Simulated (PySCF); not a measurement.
These are PBE0-D3(BJ)/def2-TZVP (PySCF) values and carry that method's errors. Isolated molecules, 0 K electronic values unless said otherwise. One relaxed conformer stands for a flexible species; it need not be the lowest. Excitations are Tamm–Dancoff values on a coarser integration grid. The basis has no diffuse functions, so Rydberg states are missing or too high.

Reference species (SMILES): `[SiH2]=C` (neutral, multiplicity 1).

The brightest of the four lowest singlets (TDA) is 5.60 eV, the HOMO is -6.62 eV and the S1 oscillator strength is 0.347.

Changed species: `C=[SiH]CF` (C–Si–C–F torsion 128°) (X = fluoromethyl; the reference has X = H).

Problem. Give the shifts of the brightest of the four lowest singlets (TDA), HOMO and S1 oscillator strength.

Solution. the brightest of the four lowest singlets (TDA) hardly moves; the HOMO falls by 0.03 eV, to -6.65 eV; the S1 oscillator strength is nearly the same.
